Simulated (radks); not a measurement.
K V, 15 electrons, occupied as [Ne] 3s2 3p3. Calculated with a radial shooting solver on a logarithmic mesh with Libxc functionals: non-relativistic Kohn-Sham, TPSS, spin-polarised, spherical densities, point nucleus; open shells are filled with parallel spins first; meta-GGA in the generalised Kohn-Sham scheme.

Normalised radial functions P(r) = r R(r), r in bohr:

```
   r/bohr * 3p up (the largest magnitude, 0.982, reaches the edge; | marks zero)
 0.003336                             *
 0.003761                             *
  0.00424                             *
 0.004743                             *
 0.005348                             *
 0.005981                             *
 0.006744                             *
 0.007604                             *
 0.008505                             *
 0.009589                             *
  0.01081                             *
  0.01209                             *
  0.01363                             *
  0.01537                             *
   0.0172                             |*
  0.01939                             |*
  0.02169                             |*
  0.02445                             |*
  0.02757                             |*
  0.03083                             | *
  0.03477                             | *
   0.0392                             | *
  0.04384                             |  *
  0.04943                             |  *
  0.05574                             |   *
  0.06234                             |    *
  0.07029                             |     *
  0.07862                             |      *
  0.08864                             |       *
  0.09995                             |        *
   0.1118                             |         *
    0.126                             |          *
   0.1421                             |           *
    0.159                             |            *
   0.1792                             |            *
   0.2005                             |             *
    0.226                             |             *
   0.2548                             |            *
    0.285                             |           *
   0.3214                             |         *
   0.3624                             |      *
   0.4053                             |  *
    0.457                            *|
   0.5152                        *    |
   0.5763                   *         |
   0.6498              *              |
   0.7268          *                  |
   0.8195      *                      |
   0.9239   *                         |
    1.033  *                          |
    1.165  *                          |
    1.314    *                        |
    1.469       *                     |
    1.657          *                  |
    1.868               *             |
    2.089                  *          |
    2.356                      *      |
    2.635                        *    |
    2.971                          *  |
     3.35                            *|
    3.747                            *|
    4.224                             *
```

3p up: eigenvalue -73.651 eV, 1 radial node at r = 0.448 bohr, <r> = 1.24 bohr, 90 % of the charge inside 1.85 bohr.
